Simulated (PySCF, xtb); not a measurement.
C2H7BFNO, SMILES CNB(F)OC. The values are those of a single conformer.

Harmonic wavenumbers (cm⁻¹) from GFN2-xTB run with xtb 6.7.1 at its own minimum, in rising order: 108, 132, 144, 160, 189, 244, 430, 507, 525, 548, 759, 1060, 1063, 1116, 1128, 1129, 1165, 1264, 1294, 1408, 1414, 1461, 1477, 1478, 1481, 1500, 2924, 2937, 2943, 2964, 2995, 3052, 3481.

What does r2SCAN-D4/def2-SVP run with PySCF give at its own minimum? (The exact figures need the calculation; the answer reports its results.)

110, 131, 148, 189, 190, 270, 463, 536, 538, 651, 783, 1086, 1102, 1145, 1162, 1175, 1212, 1327, 1403, 1452, 1469, 1473, 1476, 1479, 1493, 1586, 2983, 3006, 3060, 3073, 3132, 3159, 3631. Paired by order, the mean absolute difference is 49 cm⁻¹ and the zero-point energies are 63.6 and 65.9 kcal/mol.
